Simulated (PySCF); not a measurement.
Si(F)2(I)(OH) (F2HIOSi), SMILES F[Si](F)(I)O. Heavy atoms are numbered as in [OH:1][Si:2]([F:3])([F:4])[I:5]. Hydrogens are named by the atom that carries them.

Geometry optimised at PBE0-D3(BJ)/def2-SVP. The structure was generated by enumeration, and PubChem lists no compound with its InChIKey, so it may never have been made. The def2 effective core potentials stand for the cores of I; spin–orbit coupling is left out. Other conformers were not sampled.

All values below come from PBE/def2-TZVP (PySCF).

ESP charges are fitted to the potential on shells at 1.4 to 2.0 van der Waals radii. Atomic charges (e), one atom of each kind:

```csv
atom,Mulliken,Löwdin,ESP fit
O1 (OH),-0.44,-0.06,-0.56
Si2,0.69,-0.49,0.40
F3,-0.25,0.05,-0.17
I5,-0.08,0.26,0.03
H on O1,0.33,0.19,0.47
```

Computed Mayer and Wiberg (Löwdin basis) orders of the bonds:
```json
[
 {"bond": "O1–Si2", "Mayer": "1.32", "Wiberg": "1.76"},
 {"bond": "Si2–F3", "Mayer": "1.18", "Wiberg": "1.74"},
 {"bond": "Si2–F4", "Mayer": "1.18", "Wiberg": "1.74"},
 {"bond": "Si2–I5", "Mayer": "1.22", "Wiberg": "1.74"}
]
```
